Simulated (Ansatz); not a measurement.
Geometry optimisation, RKS B3LYP/STO-3G (Ansatz).

Input file:

```yaml
crystal:
  periodic: [false, false, false]
  atoms:
    - { symbol: C, position_ang: [-0.8828, -0.8568, 1.0452] }
    - { symbol: Si, position_ang: [0.206, -0.1435, -0.2636] }
    - { symbol: "N", position_ang: [1.7793, -0.6158, 0.052] }
    - { symbol: S, position_ang: [-0.1656, -1.1397, -2.1048] }
    - { symbol: C, position_ang: [0.0299, 1.6763, -0.5223] }
    - { symbol: Cl, position_ang: [0.345, 2.5462, 1.0296] }
    - { symbol: H, position_ang: [-0.6726, -0.3957, 2.0236] }
    - { symbol: H, position_ang: [-0.8172, -1.8844, 1.1011] }
    - { symbol: H, position_ang: [-1.9696, -0.5481, 0.8499] }
    - { symbol: H, position_ang: [2.10145, -0.30609, 0.96862] }
    - { symbol: H, position_ang: [2.45721, -0.15691, -0.61493] }
    - { symbol: H, position_ang: [-1.4972, -0.7486, -2.185] }
    - { symbol: H, position_ang: [-1.0331, 1.9788, -0.8359] }
    - { symbol: H, position_ang: [0.7056, 2.0844, -1.2287] }
basis:
  gaussian: { orbitals: STO-3G }
hamiltonian:
  xc: b3lyp
relax:
  f_tol: 0.015
  max_steps: 40
```

Run as:

```bash
$ ansatz run input.yaml --threads 1 --pin off --max-ram 2048MiB --backend cpu --events-out ev --progress --plain --runs-dir out
```

Question: Where does it end, and by what steps?

Answer: It converged. Limits of this set-up: minimal basis. After 8 steps the energy has fallen by 0.639 eV; H14 moved furthest, 0.22 Å.

```tsv
step	energy less start (eV)	largest force component (eV/Å)	accepted
0	0.0000	4.567	yes
1	-0.5829	1.023	yes
2	-0.6206	0.212	yes
3	-0.6312	0.148	yes
4	-0.6358	0.225	yes
5	-0.6377	0.076	yes
6	-0.6383	0.037	yes
7	-0.6387	0.033	yes
8	-0.6388	0.014	yes
```

```xyz
14
Properties=species:S:1:pos:R:3
C -0.928 -0.813 1.053
Si 0.204 -0.229 -0.327
N 1.861 -0.662 0.095
S -0.183 -1.125 -2.230
C -0.053 1.661 -0.512
Cl 0.528 2.557 1.013
H -0.738 -0.246 1.974
H -0.767 -1.876 1.269
H -1.986 -0.678 0.792
H 2.119 -0.293 1.042
H 2.563 -0.238 -0.559
H -1.438 -0.604 -2.305
H -1.113 1.940 -0.640
H 0.517 2.097 -1.350
```

Whether the end is a true minimum wasn't checked by a vibrational analysis.

Run time: 24 s on 1 CPU thread of a shared host.
